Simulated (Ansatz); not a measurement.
`B[Se]C` + `[SnH4]` → `C[Se][SnH3]` + BH₃  (formal exchange of groups at the Se–B bond)

Computed with Ansatz on PBE0-D4/def2-TZVP structures; ΔE is electronic, products minus reactants. CCSD(T)/CBS adds triple-zeta CCSD(T) − MP2 to the extrapolated MP2 energy (def2 sets, frozen cores). This one scheme is used for every species. Functionals use def2-TZVPP. HSE06 is defined as in plane-wave codes. Elements past krypton have def2 core potentials. For Se, Sn outer-core shells are correlated without core-valence functions, which leaves a few kJ/mol of doubt a bond. Scalar relativity is left out up to krypton.

Is it downhill or uphill in electronic energy at CCSD(T)/CBS, and by how much? (Best estimate.)

Computed: Uphill: ΔE = +27.5 kJ/mol.

What do these levels give: B97M-V, PBE0-D4, HSE06-D4, CAM-B3LYP-D4, MP2/def2-TZVPP, CCSD/def2-TZVPP? (Best estimate.)

The calculation gave: B97M-V 50.2, PBE0-D4 38.5, HSE06-D4 38.3, CAM-B3LYP-D4 34.4, MP2/def2-TZVPP 33.6, CCSD/def2-TZVPP 35.6 kJ/mol.

What do rigid-rotor, harmonic-oscillator terms from PBE0-D4/def2-TZVP frequencies (298.15 K, 1 bar) make of the CCSD(T)/CBS value? (An estimate is asked.)

Ansatz gave: ΔZPE = -1.1 kJ/mol, ΔH = +29.6 kJ/mol, ΔS = 14 J/(mol·K), ΔG = +25.4 kJ/mol.

Largest T1 diagnostic among the species: 0.013.

From PBE to PBE0 (25 % exact exchange), in def2-TZVPP and without D4, ΔE moves by −7.4 kJ/mol. In def2-TZVPP, CCSD(T) changes the Hartree–Fock value by +27.3 kJ/mol (the triples alone add +3.8 kJ/mol) and MP2 by +21.5 kJ/mol.
